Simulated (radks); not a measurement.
Values are calculated unless marked as measured or tabulated.
Q: The mean radii <r> (bohr) of the occupied orbitals of an atom or ion are listed with their occupations. Code: a radial shooting solver on a logarithmic mesh with Libxc functionals. Model: Dirac Kohn-Sham, LDA (Slater exchange, Perdew-Wang correlation), spin-unpolarised, spherical densities, finite nucleus; Fermi nuclear charge, rms radius of each element as measured or else 0.836 A^(1/3) + 0.57 fm.

orbital      occ.      <r>
1s1/2           2  0.02974
2s1/2           2   0.1282
2p1/2           2   0.1085
2p3/2           4   0.1138
3s1/2           2   0.3490
3p1/2           2   0.3398
3p3/2           4   0.3510
3d3/2           4   0.3225
3d5/2           6   0.3261
4s1/2           2   0.8476
4p1/2           2   0.9006
4p3/2           4   0.9317
4d3/2           4    1.175
4d5/2           6    1.193
5s1/2           2    2.594
5p1/2    0.333333    3.553
5p3/2    0.666667    3.735

Name the element and its charge. Open shells, if any, are shared by 2j + 1.

A: Z = 49, indium, charge 0: In in [Kr] 4d10 5s2 5p1. The 1s radius gives Z: for a bare nucleus <r> = (2 gamma + 1)/(2Z) with gamma = sqrt(1 - (Z/c)^2), 0.02926 bohr for Z = 49, and screening makes it slightly larger (0.02974 here). The occupations add up to 49, and the charge is Z minus that.
